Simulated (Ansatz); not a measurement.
Reaction (formal exchange of groups at the Al–C bond): `[NH2][AlH][CH]1CC1` + `BF` → `[NH2][AlH][BH]F` + `C1CC1`

Calculated with Ansatz (gas phase, PBE0-D4/def2-TZVP geometries, no zero-point term in ΔE). CCSD(T)/CBS is the MP2 limit (def2-TZVPP, def2-QZVPP) plus CCSD(T) − MP2 in def2-TZVPP, frozen cores. This one scheme is used for every species. Functionals use def2-TZVPP. One conformer a species, not always the lowest.

Q: Is it downhill or uphill in electronic energy at CCSD(T)/CBS, and by how much? (Best estimate.)

A: Computed: Uphill: ΔE = +10.4 kcal/mol.

Q: What do these levels give: ωB97X-V, ωB97M-V, B2PLYP, r2SCAN, PBE0, HF/def2-TZVPP, SCS-MP2/def2-TZVPP, CCSD/def2-TZVPP, SCS-MP2/def2-QZVPP, HF/CBS(def2), MP2/CBS(def2), CCSD/CBS(def2)? (Estimate.)

A: Computed: ωB97X-V 9.2, ωB97M-V 10.5, B2PLYP 9.9, r2SCAN 9.6, PBE0 7.7, HF/def2-TZVPP 9.2, SCS-MP2/def2-TZVPP 11.7, CCSD/def2-TZVPP 9.8, SCS-MP2/def2-QZVPP 11.8, HF/CBS(def2) 9.4, MP2/CBS(def2) 13.0, CCSD/CBS(def2) 10.0 kcal/mol.

Largest T1 diagnostic among the species: 0.014.

In def2-TZVPP, CCSD(T) changes the Hartree–Fock value by +0.9 kcal/mol (the triples alone add +0.4 kcal/mol) and MP2 by +3.6 kcal/mol. From PBE to PBE0 (25 % exact exchange), in def2-TZVPP and without D4, ΔE moves by +1.0 kcal/mol. The D4 term adds +1.6 kcal/mol with B3LYP and +0.9 kcal/mol with PBE0; it sums over pairs of atoms, weighted by their polarisabilities, and B3LYP, whose exchange is more repulsive, gets the larger term.

B3LYP here is the variant with VWN-RPA as its local correlation; programs differ in this.
